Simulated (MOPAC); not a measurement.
Input file for MOPAC: AM1 on C2H8Se (a complex), monomers drawn apart or pushed together.

```
AM1 1SCF PRECISE CHARGE=0 THREADS=1
C2H8Se

C      0.48274902 1    -0.45229679 1     0.01903386 1
C     -0.47432861 1     0.71276605 1    -0.21509421 1
H      1.34259112 1    -0.14377591 1     0.61751932 1
H      0.86499419 1    -0.84923239 1    -0.92346482 1
H     -0.01280644 1    -1.27240232 1     0.54300507 1
H     -0.85535501 1     1.10884613 1     0.72792244 1
H     -1.33329469 1     0.40541294 1    -0.81471308 1
H      0.02019025 1     1.53199646 1    -0.74057904 1
Se    -0.01136128 1    -0.12945223 1     3.27231697 1
H      0.07370459 1    -0.30767060 1     4.72996695 1
H      0.97719889 1    -1.19357499 1     3.04786318 1
```

Output:

```
*******************************************************************************
 **                                                                           **
 **                              MOPAC v23.2.5                                **
 **                                                                           **
 *******************************************************************************
 ** MOPAC's Digital Object Identifier: https://doi.org/10.5281/zenodo.6511958 **
 **                                                                           **
 ** Please cite the open-source release paper for use of this MOPAC version:  **
 ** J. E. Moussa and J. J. P. Stewart (2026)                                  **
 ** MOPAC: An open-source semiempirical molecular orbital program             **
 ** J. Open Source Softw., 11(119), 8025, https://doi.org/10.21105/joss.08025 **
 *******************************************************************************

                              AM1 CALCULATION RESULTS

 *******************************************************************************
 *  AM1        - The AM1 Hamiltonian to be used
 *
 *
 *
 *                 CHARGE ON SYSTEM = 0
 *
 *
 *
 *  PRECISE    - TIGHTER CRITERIA TO BE USED
 *  1SCF       - DO 1 SCF AND THEN STOP
 *  THREADS=1  - MULTI-THREADING NOT USED
 *  T=         - A TIME OF 172800.0 SECONDS REQUESTED
 *  DUMP=N     - RESTART FILE WRITTEN EVERY 7200.0 SECONDS REQUESTED
 *******************************************************************************
AM1 1SCF PRECISE CHARGE=0 THREADS=1
 C2H8Se

   ATOM   CHEMICAL          X               Y               Z
  NUMBER   SYMBOL      (ANGSTROMS)     (ANGSTROMS)     (ANGSTROMS)

     1       C          0.48274902  *  -0.45229679  *   0.01903386  *
     2       C         -0.47432861  *   0.71276605  *  -0.21509421  *
     3       H          1.34259112  *  -0.14377591  *   0.61751932  *
     4       H          0.86499419  *  -0.84923239  *  -0.92346482  *
     5       H         -0.01280644  *  -1.27240232  *   0.54300507  *
     6       H         -0.85535501  *   1.10884613  *   0.72792244  *
     7       H         -1.33329469  *   0.40541294  *  -0.81471308  *
     8       H          0.02019025  *   1.53199646  *  -0.74057904  *
     9      Se         -0.01136128  *  -0.12945223  *   3.27231697  *
    10       H          0.07370459  *  -0.30767060  *   4.72996695  *
    11       H          0.97719889  *  -1.19357499  *   3.04786318  *



          CARTESIAN COORDINATES

    NO.       ATOM           X           Y           Z

     1         C          0.4827     -0.4523      0.0190
     2         C         -0.4743      0.7128     -0.2151
     3         H          1.3426     -0.1438      0.6175
     4         H          0.8650     -0.8492     -0.9235
     5         H         -0.0128     -1.2724      0.5430
     6         H         -0.8554      1.1088      0.7279
     7         H         -1.3333      0.4054     -0.8147
     8         H          0.0202      1.5320     -0.7406
     9        Se         -0.0114     -0.1295      3.2723
    10         H          0.0737     -0.3077      4.7300
    11         H          0.9772     -1.1936      3.0479

  H: (AM1): M.J.S. DEWAR ET AL, J. AM. CHEM. SOC. 107 3902-3909 (1985)
  C: (AM1): M.J.S. DEWAR ET AL, J. AM. CHEM. SOC. 107 3902-3909 (1985)
 Se: (AM1): J. J. P. STEWART, J. MOL. MOD., 10, 155-164 (2004)

           Empirical Formula: C2 H8 Se  =    11 atoms



      MOLECULAR POINT GROUP   :   Cs


      RHF CALCULATION, NO. OF DOUBLY OCCUPIED LEVELS = 11


 -------------------------------------------------------------------------------
 AM1 1SCF PRECISE CHARGE=0 THREADS=1
 C2H8Se



     1SCF WAS SPECIFIED, SO BFGS WAS NOT USED
     SCF FIELD WAS ACHIEVED


                              AM1 CALCULATION
                                                       MOPAC v23.2.5 Linux




          FINAL HEAT OF FORMATION =         11.53826 KCAL/MOL =      48.27609 KJ/MOL


          COSMO AREA              =        120.66 SQUARE ANGSTROMS
          COSMO VOLUME            =        106.09 CUBIC ANGSTROMS

          IONIZATION POTENTIAL    =          7.823338 EV
          HOMO LUMO ENERGIES (EV) =         -7.823  0.207
          NO. OF FILLED LEVELS    =         11
          MOLECULAR WEIGHT        =        111.0452         POINT GROUP:  Cs

          MOLECULAR DIMENSIONS (Angstroms)

            Atom       Atom       Distance
            H    10    H     8     5.77184
            H     6    H     4     2.94362
            H     3    H     7     2.11644


          SCF CALCULATIONS        =          1





   ATOM   CHEMICAL          X               Y               Z
  NUMBER   SYMBOL      (ANGSTROMS)     (ANGSTROMS)     (ANGSTROMS)

     1       C          0.48274902  *  -0.45229679  *   0.01903386  *
     2       C         -0.47432861  *   0.71276605  *  -0.21509421  *
     3       H          1.34259112  *  -0.14377591  *   0.61751932  *
     4       H          0.86499419  *  -0.84923239  *  -0.92346482  *
     5       H         -0.01280644  *  -1.27240232  *   0.54300507  *
     6       H         -0.85535501  *   1.10884613  *   0.72792244  *
     7       H         -1.33329469  *   0.40541294  *  -0.81471308  *
     8       H          0.02019025  *   1.53199646  *  -0.74057904  *
     9      Se         -0.01136128  *  -0.12945223  *   3.27231697  *
    10       H          0.07370459  *  -0.30767060  *   4.72996695  *
    11       H          0.97719889  *  -1.19357499  *   3.04786318  *

                             CARTESIAN COORDINATES

   1    C        0.482749020    -0.452296790     0.019033860
   2    C       -0.474328610     0.712766050    -0.215094210
   3    H        1.342591120    -0.143775910     0.617519320
   4    H        0.864994190    -0.849232390    -0.923464820
   5    H       -0.012806440    -1.272402320     0.543005070
   6    H       -0.855355010     1.108846130     0.727922440
   7    H       -1.333294690     0.405412940    -0.814713080
   8    H        0.020190250     1.531996460    -0.740579040
   9   Se       -0.011361280    -0.129452230     3.272316970
  10    H        0.073704590    -0.307670600     4.729966950
  11    H        0.977198890    -1.193574990     3.047863180


           Empirical Formula: C2 H8 Se  =    11 atoms



      MOLECULAR POINT GROUP   :   Cs


                  EIGENVALUES
 -33.29563 -24.11088 -20.29614 -14.96632 -14.89015 -13.20589 -12.70685 -11.92044
 -11.88167 -11.49386  -7.82334   0.20688   0.76183   4.26187   4.26520   4.61193
   5.09643   5.13179   5.13419   5.47785


              NET ATOMIC CHARGES AND DIPOLE CONTRIBUTIONS

  ATOM NO.   TYPE          CHARGE      No. of ELECS.   s-Pop       p-Pop
    1          C          -0.211633        4.2116     1.21528     2.99636
    2          C          -0.207193        4.2072     1.21441     2.99278
    3          H           0.069480        0.9305     0.93052
    4          H           0.069676        0.9303     0.93032
    5          H           0.069899        0.9301     0.93010
    6          H           0.072494        0.9275     0.92751
    7          H           0.069708        0.9303     0.93029
    8          H           0.069681        0.9303     0.93032
    9         Se           0.058658        5.9413     1.96072     3.98062
   10          H          -0.033146        1.0331     1.03315
   11          H          -0.027624        1.0276     1.02762
 DIPOLE           X         Y         Z       TOTAL
 POINT-CHG.    -0.168     0.197    -0.229     0.345
 HYBRID         0.546    -0.631     0.615     1.036
 SUM            0.378    -0.434     0.386     0.693


          ATOMIC ORBITAL ELECTRON POPULATIONS

     Atom    s        px        py        pz
    1  C   1.21528   0.99468   0.98398   1.01769
    2  C   1.21441   0.99318   0.98088   1.01872
    3  H   0.93052
    4  H   0.93032
    5  H   0.93010
    6  H   0.92751
    7  H   0.93029
    8  H   0.93032
    9 Se   1.96072   1.53699   1.44926   0.99437
   10  H   1.03315
   11  H   1.02762

 **********************
 *                    *
 * JOB ENDED NORMALLY *
 *                    *
 **********************




 == MOPAC DONE ==
```

The run finished.

Cost: around 0.03 core-seconds (rough).
